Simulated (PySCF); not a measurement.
## Telling isomers of C5H9NO2Si apart by NMR

A single conformation, fast rotation and ring inversion assumed for equivalent nuclei, non-relativistic, in vacuum. Geometry from GFN2-xTB; shielding tensors at PBE0/pcSseg-1 (GIAO); PySCF 2.14.

References, each an isolated molecule treated in the same way: TMS for 1H (σref 31.72) and 13C (σref 186.93). Where no couplings were computed, multiplicities follow the n + 1 count of equivalent neighbours, and m marks all less simple cases (inequivalent or close neighbours, rings, F or P nearby). Acid and N–H amide carbonyl carbons lie up to 10 ppm further downfield in solution (hydrogen bonding). Shifts are as computed. Against solution values, carbons near 30 ppm lie about +3 ppm off and those near 130 ppm about +5 ppm. Of 1309 compounds with measured shifts, 239 miss one by over three times the rms of a fit or turn the order of signals round; such compounds aren't used in these exercises. OH and NH positions are gas-phase values without hydrogen bonding to other molecules.

(1) Tabulate the signals of `C=C(OC)[SiH2]/N=C/C=O`, `C/C=C(\C#N)O[SiH2]OC`, `CO/C(C#N)=C/O[SiH2]C`, `CNC(=O)C(=O)/C=C/[SiH3]`, `C#CC(=O)O[Si@H](C)NC` and their relative energies.

(2) What is the quickest way to tell CNC(=O)C(=O)/C=C/[SiH3] from C#CC(=O)O[Si@H](C)NC?

(3) What is the quickest way to tell CO/C(C#N)=C/O[SiH2]C from CNC(=O)C(=O)/C=C/[SiH3]?

(4) What is the quickest way to tell C=C(OC)[SiH2]/N=C/C=O from C/C=C(\C#N)O[SiH2]OC?

Results:

(1) 
```json
{"SMILES": "C=C(OC)[SiH2]/N=C/C=O", "carbon types": "1×C 2×CH 1×CH2 1×CH3", "δC": "200.2, 175.7, 170.5, 99.8, 55.9", "δH": "9.30 (d, 1H), 8.32 (d, 1H), 5.38 (s, 2H), 4.89 (br s, 1H), 4.70 (br s, 1H), 3.66 (s, 3H)", "E rel. (kcal/mol)": "44.7"}
{"SMILES": "C/C=C(\\C#N)O[SiH2]OC", "carbon types": "2×C 1×CH 2×CH3", "δC": "133.8, 126.6, 118.7, 50.3, 17.3", "δH": "5.33 (q, 1H), 4.95 (s, 2H), 3.87 (s, 3H), 2.10 (d, 3H)", "E rel. (kcal/mol)": "0.0"}
{"SMILES": "CO/C(C#N)=C/O[SiH2]C", "carbon types": "2×C 1×CH 2×CH3", "δC": "154.3, 124.6, 119.6, 58.0, -1.5", "δH": "7.29 (s, 1H), 5.59 (q, 2H), 3.80 (s, 3H), 0.31 (t, 3H)", "E rel. (kcal/mol)": "24.6"}
{"SMILES": "CNC(=O)C(=O)/C=C/[SiH3]", "carbon types": "2×C 2×CH 1×CH3", "δC": "188.4, 162.3, 157.5, 144.6, 26.5", "δH": "8.41 (d, 1H), 8.08 (m, 1H), 6.88 (br, 1H), 4.36 (d, 3H), 3.21 (d, 3H)", "E rel. (kcal/mol)": "11.9"}
{"SMILES": "C#CC(=O)O[Si@H](C)NC", "carbon types": "2×C 1×CH 2×CH3", "δC": "157.5, 81.0, 80.6, 28.7, -1.4", "δH": "5.57 (q, 1H), 2.70 (s, 3H), 2.21 (s, 1H), 0.46 (d, 3H), 0.35 (br s, 1H)", "E rel. (kcal/mol)": "3.4"}
```

Energies are electronic energies at PBE0/pcSseg-1 on these geometries, without zero-point or thermal terms, each for the one conformer computed, which needn't be the lowest.

(2) Both give the same number of carbon signals, but DEPT or the intensities differ. The first has a β carbon of a C=C–C=O unit (CH) at 157.5 ppm, the second a terminal alkyne carbon (CH) at 81.0 ppm. Their most deshielded carbons lie at 188.4 and 157.5 ppm. In the proton spectra the most deshielded non-exchanging signals are 8.41 (d, 1H) and 5.57 (q, 1H).

(3) Both give the same number of carbon signals, but DEPT or the intensities differ. The first has a nitrile carbon (C) at 119.6 ppm, the second a ketone carbonyl carbon (C) at 188.4 ppm. Their most deshielded carbons lie at 154.3 and 188.4 ppm. In the proton spectra the most deshielded non-exchanging signals are 7.29 (s, 1H) and 8.41 (d, 1H).

(4) Both give the same number of carbon signals, but DEPT or the intensities differ. The first has an aldehyde carbonyl carbon (CH) at 200.2 ppm, the second a nitrile carbon (C) at 118.7 ppm. Their most deshielded carbons lie at 200.2 and 133.8 ppm. In the proton spectra the most deshielded non-exchanging signals are 9.30 (d, 1H) and 5.33 (q, 1H).
